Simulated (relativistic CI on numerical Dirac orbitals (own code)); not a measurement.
## Calculated levels, Fe23+

These numbers are calculated, not measured: Dirac-Coulomb-Breit CI, KLI orbitals optimised for each configuration, QED by a radiative potential, unscaled Slater integrals (own radial code, finite nucleus).

Configurations in the expansion (outside the closed core 1s2): 2s, 2p, 3s, 3p, 3d, 4s, 4p, 4d, 4f, 5s, 5p, 5d, 5f, 5g. Levels of other configurations are missing.

The lowest level is 2s ²S1/2, with 100 % of that term; Hund's rules for 2s give ²S with J = 1/2, in agreement.

```csv
No.,Configuration,Term,J,E (10³ cm⁻¹),%,Next component (%),Lifetime (s)
1,2s,²S,1/2,0.0,100,,
2,2p,²P°,1/2,393.2,100,,5.47e-10
3,2p,²P°,3/2,521.8,100,,2.31e-10
4,3s,²S,1/2,9267.7,100,,3.62e-13
5,3p,²P°,1/2,9376.9,100,,1.34e-13
6,3p,²P°,3/2,9414.9,100,,1.38e-13
7,3d,²D,3/2,9455.6,100,,4.54e-14
8,3d,²D,5/2,9467.7,100,,4.59e-14
9,4s,²S,1/2,12459.6,100,,5.30e-13
10,4p,²P°,1/2,12504.6,100,,2.26e-13
11,4p,²P°,3/2,12520.6,100,,2.32e-13
12,4d,²D,3/2,12537.5,100,,1.05e-13
13,4d,²D,5/2,12542.6,100,,1.06e-13
14,4f,²F°,5/2,12543.5,100,,2.17e-13
15,4f,²F°,7/2,12546.0,100,,2.18e-13
16,5s,²S,1/2,13924.6,100,,8.24e-13
17,5p,²P°,1/2,13947.4,100,,3.80e-13
18,5p,²P°,3/2,13955.5,100,,3.91e-13
19,5d,²D,3/2,13964.1,100,,2.01e-13
20,5d,²D,5/2,13966.7,100,,2.04e-13
21,5f,²F°,5/2,13967.2,100,,4.19e-13
22,5f,²F°,7/2,13968.5,100,,4.21e-13
23,5g,²G,7/2,13968.5,100,,7.06e-13
24,5g,²G,9/2,13969.3,100,,7.07e-13
```

Energies count from the lowest computed level; ° marks odd parity; lifetimes are radiative, by E1, M1, E2, M2 decay to levels of this space only.

The mean weight of the leading LS term, summed over parents, in these 24 levels is 100 %, and that of the leading jj configuration (from the same eigenvectors) 100 %.

At this charge energies of transitions that change n are usually good to better than 1 %, and those within a shell (Δn = 0) to a few per cent.
